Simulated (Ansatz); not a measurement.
Saddle point of AlH5SeS, singlet (AlH₃S ([AlH2][SH]) + H₂Se → AlH₃Se ([AlH2][SeH]) + H₂S (still joined by a long Al–S bond); bonds formed: S2–H5; dative contacts that become bonds: Al1–Se6; bonds broken: H5–Se6; bonds weakened to dative contacts: Al1–S2), PBE0-D4/def2-TZVP structure:

| atom | x (Å) | y (Å) | z (Å) |
| --- | --- | --- | --- |
| Al1 | -0.9818 | -0.0853 | -0.2571 |
| S2 | 0.5451 | 1.7023 | -0.2242 |
| H3 | -1.2972 | -0.5278 | -1.7428 |
| H4 | -2.0142 | 0.0740 | 0.9294 |
| H5 | 1.1803 | 0.1415 | 0.2633 |
| Se6 | 0.9499 | -1.5415 | 0.5529 |
| H7 | 0.9603 | 1.4905 | -1.4846 |
| H8 | 0.6575 | -1.2537 | 1.9632 |

Energies are electronic, without zero-point energy. Barriers and step energies count from the start structure reached by relaxing down the imaginary mode; all methods use the PBE0-D4 structures, on which another method's saddle can fall below an end. Computed with Ansatz 0.2.0 (basis: def2-TZVPP, with def2-QZVPP for the basis limit); correlated methods freeze the cores. Filled d shells of the heavier atoms are correlated. The def2 sets are not built for correlating such inner shells, so the correlated values are less sure here. B3LYP uses VWN-RPA correlation. Extrapolation: Hartree–Fock as exp(−7.88 √X), correlation as X^−2.97.

```json
{"method": "SPW92", "barrier (eV)": "-0.031", "step energy (eV)": "-0.124"}
{"method": "PBE-D4", "barrier (eV)": "0.123", "step energy (eV)": "-0.112"}
{"method": "BLYP-D4", "barrier (eV)": "?", "step energy (eV)": "-0.106"}
{"method": "r2SCAN-D4", "barrier (eV)": "0.208", "step energy (eV)": "-0.119"}
{"method": "B97M-V", "barrier (eV)": "?", "step energy (eV)": "-0.050"}
{"method": "PBE0-D4", "barrier (eV)": "0.259", "step energy (eV)": "-0.128"}
{"method": "B3LYP-D4", "barrier (eV)": "0.344", "step energy (eV)": "-0.120"}
{"method": "r2SCAN0-D4", "barrier (eV)": "0.308", "step energy (eV)": "-0.135"}
{"method": "BHLYP-D4", "barrier (eV)": "0.517", "step energy (eV)": "-0.139"}
{"method": "CAM-B3LYP-D4", "barrier (eV)": "?", "step energy (eV)": "-0.123"}
{"method": "wB97X-V", "barrier (eV)": "0.484", "step energy (eV)": "-0.120"}
{"method": "wB97M-V", "barrier (eV)": "0.456", "step energy (eV)": "-0.128"}
{"method": "B2PLYP", "barrier (eV)": "0.399", "step energy (eV)": "-0.125"}
{"method": "PBE-QIDH", "barrier (eV)": "0.370", "step energy (eV)": "-0.137"}
{"method": "RPA on PBE", "barrier (eV)": "0.457", "step energy (eV)": "-0.102"}
{"method": "HF", "barrier (eV)": "0.915", "step energy (eV)": "-0.157"}
{"method": "MP2", "barrier (eV)": "0.371", "step energy (eV)": "-0.126"}
{"method": "CCSD", "barrier (eV)": "0.560", "step energy (eV)": "-0.115"}
{"method": "CCSD(T)", "barrier (eV)": "0.465", "step energy (eV)": "-0.114"}
```

Q: Fill in the withheld barriers. (An estimate is asked for; the value comes from the calculation.)

A: The calculation gives: B97M-V 0.398; CAM-B3LYP-D4 0.446; BLYP-D4 0.239 eV. Each is the energy of the saddle less that of the start structure, by the same method.

For comparison, the barrier by CCSD(T) at an estimated basis limit (MP2 extrapolated from triple and quadruple zeta, plus CCSD(T) − MP2 in triple zeta) is 0.428 eV.

No T1 diagnostic of these runs exceeds 0.010.

Labels in which every atom is bracketed show which atoms are joined, not bond orders.

For scale, one of the runs: CCSD(T)/def2-TZVPP, 202 basis functions, launched by `ansatz run in.yaml --threads 4 --pin off --events-out ev --progress --plain --max-ram 9574MiB`. Time: 26 s of wall clock on 4 CPU threads of an Intel Xeon; the host was shared. Peak host memory: 2.3 GiB.
